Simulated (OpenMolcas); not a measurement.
A run on neutral lutetium.

```json
{"Program": "OpenMolcas 26.06", "Method": "SS-CASPT2, IPEA 0.3 Eh, no level shift (closed shells correlated: 4f 5s 5p)", "Basis": "ANO-R2 [8s6p5d3f1g]", "Scalar Hamiltonian": "X2C, finite nucleus", "Active space": "3 electrons in 5 orbitals (5d)", "State averaging": "2S+1 = 4 even, 10 roots; 2S+1 = 2 even, 35 roots kept (CI in the orbitals of an earlier block)", "Spin-orbit coupling": "RASSI with atomic mean-field integrals over the reference wave functions, term energies averaged over their components"}
```

First CASPT2 step and the start of its output:

```
&CASPT2
Multistate=10 1 2 3 4 5 6 7 8 9 10
Frozen=14 9
IPEA=0.3
MaxIter=60
WThr=0.0 0.3 0.05
PrWF=0.5
NoMix
```

```
--- CASPT2 ---
Orbital specifications:
      -----------------------

      Symmetry species                           1   2
                                                ag  au
      Frozen orbitals                           14   9
      Inactive orbitals                          1  10
      Active orbitals                            5   0
      Secondary orbitals                        22  20
      Deleted orbitals                           0   0
      Number of basis functions                 42  39
Type of calculation                        MS-CASPT2
      Fock operator                              state-specific
      IPEA shift                                 0.30
      Real shift                                 0.00
      Imaginary shift                            0.00
      The input orbitals will be transformed to quasi-canonical
Reference energy:      -14558.2890214616
      E2 (Non-variational):      -1.2152289962
      E2 (Variational):          -1.2152289898
      Total energy:          -14559.5042504514
      Residual norm:              0.0000006462
      Reference weight:           0.86119
      Contributions to the CASPT2 correlation energy
      Active & Virtual Only:         -0.0101562060
      One Inactive Excited:          -0.1035403791
      Two Inactive Excited:          -1.1015324111
Reference energy:      -14558.2890214616
      E2 (Non-variational):      -1.2157432971
      E2 (Variational):          -1.2157432788
      Total energy:          -14559.5047647404
      Residual norm:              0.0000009629
      Reference weight:           0.86115
      Contributions to the CASPT2 correlation energy
      Active & Virtual Only:         -0.0106405649
      One Inactive Excited:          -0.1034932001
...
```

Over all roots the printed reference weights run from 0.00 to 0.86, and roots that are degenerate in the reference spread by up to 22000 cm-1.

Did the run give usable levels, and if not, why?

No. The equations converged, but the reference weight falls to 0.00 for at least one root against 0.86 for the best. A drop of that size marks an intruder state, so the energies of such roots and the levels built on them can't be trusted.
